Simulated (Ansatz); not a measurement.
Reaction: CH4BF (SMILES FBC) → CH4B (SMILES [BH]C, doublet) + F (doublet) (the B-F bond breaks)
Each species at its own B3LYP-D3(BJ)/def2-TZVP minimum (Ansatz, a program for electronic structure).

Property: bond dissociation energy (electronic), in kJ/mol. UHF or UKS for unpaired electrons; spin-orbit terms are left out. CBS(X,Y): correlation extrapolated as X^-3, Hartree-Fock from the larger set. A bracket is a step between two methods taken in the basis named. The functionals are non-relativistic, so their misses hold any scalar relativity. Double hybrids freeze cores in their MP2 part. 'core' is core correlation in cc-pwCVTZ, 'X2C' scalar relativity in cc-pVTZ-DK, both at CCSD(T).

CCSD(T)/CBS(cc-pVTZ,cc-pVQZ) + [CCSDT(Q) - CCSD(T)]/cc-pVDZ + core + X2C (Ansatz) gives 730.1 kJ/mol.

### Question
What does PBE/def2-TZVPD (Ansatz) give here, and how do the other levels compare?

### Answer
PBE gives 726.3 kJ/mol, 3.8 kJ/mol below it. Differences of the others: PBE0/def2-TZVPD (Ansatz) -25.2; B2PLYP/def2-TZVPD (Ansatz) -13.2; CCSD(T)/CBS(cc-pVTZ,cc-pVQZ) + core + X2C (Ansatz) -0.7 kJ/mol. Nearer than PBE: CCSD(T)/CBS(cc-pVTZ,cc-pVQZ) + core + X2C.
